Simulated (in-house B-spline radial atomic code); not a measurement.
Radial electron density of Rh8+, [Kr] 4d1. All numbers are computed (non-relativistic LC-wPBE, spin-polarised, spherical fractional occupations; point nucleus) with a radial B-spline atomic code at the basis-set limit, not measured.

Caution: exact exchange at fractional occupations of open shells leaves self-interaction of up to several eV.

Columns: r (bohr), 4πr²n(r) (electrons per bohr), bar.

```
 0.00142    1.423 #
 0.00172    2.032 #
 0.00209    2.903 ##
 0.00254    4.117 ###
 0.00308    5.767 ####
 0.00374    8.013 #####
 0.00453    10.95 #######
  0.0055    14.79 #########
 0.00668    19.63 ############
  0.0081    25.42 ################
 0.00983    32.07 ####################
  0.0119     39.1 ########################
  0.0145    46.13 #############################
  0.0176    51.85 ################################
  0.0213    55.34 ##################################
  0.0259    55.99 ###################################
  0.0314     53.9 ##################################
  0.0381    50.51 ###############################
  0.0463     48.4 ##############################
  0.0561    50.23 ###############################
  0.0681     56.8 ###################################
  0.0827    65.48 #########################################
     0.1    70.71 ############################################
   0.122    67.93 ##########################################
   0.148    58.08 ####################################
   0.179    48.66 ##############################
   0.218    47.02 #############################
   0.264     52.7 #################################
    0.32    56.02 ###################################
   0.389    48.34 ##############################
   0.472    32.44 ####################
   0.573    18.79 ############
   0.695    13.57 ########
   0.843    13.27 ########
    1.02    11.64 #######
    1.24    7.276 #####
    1.51    3.027 ##
    1.83   0.8458 #
    2.22    0.151 
    2.69  0.01675 
    3.27 0.001054 
    3.97 3.558e-05
```

On this grid the curve has 3 maxima, near 0.0259, 0.1, 0.32 bohr.

The 4d up radial function P(r) = rR(r), positive near the nucleus:

```
r (bohr)         P
  0.0119  0.001371
  0.0176  0.004083
  0.0259   0.01154
  0.0381   0.03092
  0.0561   0.07695
  0.0827    0.1723
   0.122     0.331
   0.179    0.5052
   0.264    0.5438
   0.389    0.2371
   0.573   -0.4054
   0.843   -0.9702
    1.24   -0.9531
    1.83   -0.4579
    2.69   -0.0941
    3.97  -0.00556
```
